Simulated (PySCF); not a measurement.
C₆H₁₄O₂Si.
Atom-mapped SMILES: `[CH3:1][C@@H:2]1[CH2:3][CH2:4][CH2:5][C@@H:6]1[SiH:7]([OH:8])[OH:9]`

Geometry (PBE0-D3(BJ)/def2-SVP, Å), atoms numbered from 1 in this order:
```xyz
23
C6H14O2Si angstrom
C      0.070    2.319    1.188
C     -0.481    1.099    0.469
C     -1.199    0.095    1.389
C     -1.080   -1.283    0.705
C     -0.262   -1.048   -0.575
C      0.543    0.229   -0.286
Si     2.149   -0.127    0.608
O      1.791   -0.636    2.151
O      2.980   -1.368   -0.141
H     -0.740    2.897    1.661
H      0.770    2.025    1.989
H      0.603    2.994    0.500
H     -1.209    1.446   -0.288
H     -2.242    0.397    1.572
H     -0.691    0.072    2.365
H     -2.059   -1.733    0.480
H     -0.552   -1.983    1.368
H      0.366   -1.908   -0.854
H     -0.937   -0.855   -1.426
H      0.859    0.722   -1.225
H      3.055    1.068    0.621
H      2.507   -1.067    2.626
H      3.737   -1.119   -0.677
```

Probes without a nucleus sit at each ring's centroid and 1 Å off its mean plane on both sides; NICS is minus the shielding there, NICSzz its component along the normal. Level: GIAO PBE0/pcSseg-1 (PySCF, non-relativistic, gas phase) on the PBE0-D3(BJ)/def2-SVP geometry, one conformer.

Ring bond lengths (Å), with Mayer bond orders in brackets: C2–C3 1.539 (1.00), C3–C4 1.543 (1.03), C4–C5 1.537 (1.03), C5–C6 1.536 (1.02), C6–C2 1.541 (0.97).

Problem. Give the NICS values of each ring in ppm.

Solution. 
| ring | type | NICS(0) | NICS(1), two faces | NICS(1)zz, two faces | rms pucker (Å) | centre to ring atoms, mean (Å) |
| --- | --- | --- | --- | --- | --- | --- |
| C2–C3–C4–C5–C6 | 5-membered carbocycle; formal bonds all single | -5.6 | -3.5 / -4.2 | -4.4 / -8.3 | 0.18 | 1.29 |

Problem. What can be read from them?

Solution. 
- C2–C3–C4–C5–C6: mean NICS(1)zz -6.4 ppm, shielded. C2, C3, C4, C5, C6 have four or more neighbours, so the value isn't read as a sign of a π ring current. The two faces differ by 3.9 ppm, so no symmetry operation interchanges them.

Problem. What is the mean of the two in-plane components of NICS at the first NICS(1) probe listed for ring C2–C3–C4–C5–C6, 1 Å off the ring?

Solution. The isotropic value is a third of the trace: (3 × -3.5 − (-4.4))/2 = -3.0 ppm.
